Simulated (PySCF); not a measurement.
## State search for Ge₂⁺

Unrestricted PBE0; basis Ge cc-pVTZ-PP with ECP10; scalar-relativistic core potentials; PySCF 2.14. Outer shells of the fragments: Ge+ 3d10 4s2 4p1; Ge 3d10 4s2 4p2.

Followed along the bond (rough minima from three points):

| 2Ms+1 | unpaired | ⟨S²⟩ at the start | R at minimum (Å) | Te (eV) |
| --- | --- | --- | --- | --- |
| 4 | σ ↑, π ↑↑ | 3.75 | 2.42 | 0.00 |
| 2 | σ ↑, π ↑↓ | 1.76 | 2.42 | 0.43 |
| 2 | π ↑ | 0.75 | 2.62 | 0.53 |
| 2 | σ ↑ | 0.76 | 2.45 | 1.06 |

Solutions found at the starting distance of 2.420 Å, counted from the lowest of them; the search is not exhaustive and high or unbound solutions are not listed, so other states can lie among these:

| 2Ms+1 | unpaired | term | E (eV) | ⟨S²⟩ | ⟨Lz²⟩ |
| --- | --- | --- | --- | --- | --- |
| 4 | σ ↑, π ↑↑ | ⁴Σ⁻ | 0.00 | 3.75 | 0.00 |
| 2 | σ ↑, π ↑↓ | mixed | 0.43 | 1.76 | 2.01 |
| 2 | σ ↓, π ↑↑ | mixed | 0.43 | 1.77 | 0.00 |
| 2 | π ↑ | ²Π | 0.68 | 0.75 | 1.00 |
| 2 | σ ↑ | mixed | 1.07 | 0.76 | 2.00 |
| 2 | π ↑ | ²Π | 1.74 | 0.75 | 1.00 |

A term symbol is given only where ⟨S²⟩ and ⟨Lz²⟩ are close to those of a pure state; real π, δ and φ orbitals otherwise mix terms, and g/u labels are left off.

Spin–orbit coupling is left out.
